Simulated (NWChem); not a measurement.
Species: C2H3BrF2; SMILES C(Br)C(F)F

```xyz
8

F     -1.2897     1.5590     0.0772
C     -0.0080     1.4137    -0.3021
F      0.6457     2.5628    -0.0141
C      0.6548     0.2989     0.4717
Br    -0.1085    -1.4185     0.0456
H      0.0220     1.2531    -1.3941
H      0.5266     0.4774     1.5474
H      1.7234     0.2622     0.2275
```
Atoms are numbered in this order, from 1.

Results from NWChem. Pople sets run with spherical d functions. Geometry: optimised at PBE0/def2-SVP. COSMO at PBE/6-31G*, default radii, gas-phase geometry; f = (ε − 1)/ε scales the surface charges.

```csv
row,f,electrostatic solvation energy (kcal/mol)
ε = 1.5,0.3333,-1.10
ε = 11.7,0.9145,withheld
ε = 37.5,0.9733,-3.49
ε = 46.7,0.9786,-3.51
ε = 78.4,0.9872,-3.55
```

Question: Fit a straight line of the last column on the one before it, predict the withheld value, and compare with the run.

Answer: 
1. Means of the 4 shown rows: x = 0.81810, y = -2.912. Slope Σ(x − x̄)(y − ȳ)/Σ(x − x̄)² = -1.172/0.3135 = -3.739; intercept 0.146.
2. The shown rows scatter about the line by 0.003 (root mean square); the largest residual is 0.00, at ε = 78.4.
3. At x = 0.9145 (ε = 11.7; inside the shown range) the line gives -3.27.
4. The run gives -3.25, +0.02 from the line.
